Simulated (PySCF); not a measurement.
**Cr(2+) (chromium, charge +2) across methods**

[Ar] 3d3 4s1, high-spin 5F determinant (an excited configuration). Computed with PySCF 2.14 in def2-TZVPPD (6s6p4d2f1g, 67 functions), with no relativity, point nucleus.

```csv
method,E (hartree),mean ε 3p β (eV),mean ε 3d α (eV),mean ε 4s α (eV),Σ⟨r²⟩ (bohr²),⟨S²⟩
r2SCAN,-1043.279,-71.878,-31.547,-21.388,22.13,6.001
PBE0,-1043.098,-73.957,-33.350,-21.921,22.13,6.001
PBE,-1043.048,-71.000,-30.804,-21.188,22.15,6.000
wB97X-V,-1043.171,-76.533,-35.664,-23.806,22.15,6.001
UHF,-1042.33329,-81.265,-40.256,-23.737,22.23,6.002
LDA,-1040.996,-71.129,-30.866,-21.475,22.16,6.000
wB97M-V,-1043.247,-76.535,-35.720,-23.785,22.18,6.001
wB97X,-1043.298,-76.488,-35.583,-23.731,22.12,6.001
TPSS,-1043.330,-71.307,-30.912,-21.050,22.17,6.001
```
